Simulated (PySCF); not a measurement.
A GIAO shielding run with PySCF (density fitting, non-relativistic, gas phase) on SMILES CC(C)N1CCN[SiH2]1, C5H14N2Si:

```
$ OMP_NUM_THREADS=1 python probes_run.py task.json out

{"job": {"kind": "nmr", "xc": "KT2", "basis": "pcSseg-1", "pop": false}, "charge": 0, "multiplicity": 1}
C     -1.899389    -1.197334     0.234648
C     -1.234261     0.143165     0.548455
C     -1.987854     1.297052    -0.097516
N      0.161312     0.187029     0.163880
C      1.102027    -0.623952     0.913619
C      2.499413    -0.254512     0.420872
N      2.380243    -0.075235    -1.016573
Si     0.806826     0.544604    -1.416398
H     -1.912943    -1.373379    -0.853425
H     -2.937958    -1.222890     0.599767
H     -1.360303    -2.034089     0.704232
H     -1.275812     0.291882     1.646249
H     -3.037475     1.316806     0.230811
H     -1.521565     2.260148     0.156028
H     -1.994104     1.197798    -1.197498
H      1.007625    -0.424839     1.996870
H      0.935416    -1.712251     0.768154
H      2.840632     0.663771     0.942236
H      3.214174    -1.057531     0.670472
H      3.230068     0.192676    -1.496734
H      0.733108     2.003855    -1.761800
H      0.179394    -0.177339    -2.573749
```

Hardware: 1 thread of an Intel Xeon, shared host. The job also computes ring-centre shieldings.

Q: How large is the calculation?

A: 72 electrons, 213 basis functions and 1116 auxiliary functions.

Q: How long does it take, and how much memory does it need?

A: 2.7 min of wall time, with 16 SCF cycles; peak memory 1 GiB. Times on a shared host scatter by some tens of per cent.

Q: And these other runs on the same molecule and hardware: GIAO shielding at PBE0/pcSseg-1?

A: PBE0/pcSseg-1: 213 functions, 2.7 min.
